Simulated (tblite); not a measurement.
Run record: tight-binding relaxation, `C(CC[SiH3])CS[SiH3]`.

Computed with GFN2-xTB geometry optimisation, gas phase (tblite 0.8.0). Start geometry: from a force field or distance geometry. The command runs a driver script over a list of jobs; the input below is this job's line of settings and its coordinates in Å.

Command:
```bash
OMP_NUM_THREADS=1 python probes_run.py task.json out
```

Input:
```
{"job": {"kind": "relax", "xc": "GFN2-xTB", "basis": "xTB"}, "charge": 0, "multiplicity": 1}
Si    -2.994900    -0.217400    -0.557700
C     -1.751900    -0.447700     0.795000
C     -0.667600     0.608600     0.773400
C      0.119000     0.664200    -0.508500
C      0.814700    -0.661100    -0.702000
S      1.943600    -1.131700     0.583300
Si     3.659300     0.089400     0.803300
H     -3.174300    -1.455200    -1.354700
H     -4.345800     0.057400     0.025700
H     -2.622900     0.896600    -1.413400
H     -2.331600    -0.416400     1.763900
H     -1.333200    -1.480200     0.714400
H     -1.207100     1.601500     0.927300
H      0.053100     0.441200     1.616400
H      0.801400     1.535600    -0.557300
H     -0.596700     0.793300    -1.325000
H      0.007000    -1.417500    -0.828200
H      1.386500    -0.611400    -1.667100
H      4.086500     0.812200    -0.375400
H      4.742200    -0.769000     1.377900
H      3.403700     1.124500     1.849300
```

Output:
```
step      E/eV     max force
  0    -609.81656    2.366
  1    -610.07400    0.740
  2    -610.14085    0.474
  3    -610.17500    0.409
  4    -610.21141    0.491
  5    -610.23896    0.423
  6    -610.26276    0.316
  7    -610.27858    0.238
  8    -610.29086    0.227
  9    -610.30297    0.264
... (114 lines left out)
124    -610.47140    0.026
125    -610.47151    0.029
126    -610.47161    0.021
127    -610.47168    0.018
128    -610.47172    0.012
129    -610.47175    0.013
130    -610.47177    0.012
131    -610.47180    0.014
132    -610.47182    0.014
133    -610.47184    0.009
```

«max force» is the largest atomic force in eV/Å.

Question: From which step on does the largest force stay under 0.1 eV/Å, and how much energy is left to gain from there?

Answer: From step 77 (0.088 eV/Å), 30.8 meV above the end.

Summary of the converged run: energy lowered by 15.1 kcal/mol over 133 steps; largest atomic force 0.009 eV/Å at the end.

Question: Estimate the wall time. Hardware: one thread of an Arm Neoverse N1, no GPU, shared host with 64 logical CPUs at a one-minute load of 16.

Answer: About 1.9 s.
Labels such as C1 count atoms from 1, the log's own numbers from 0.
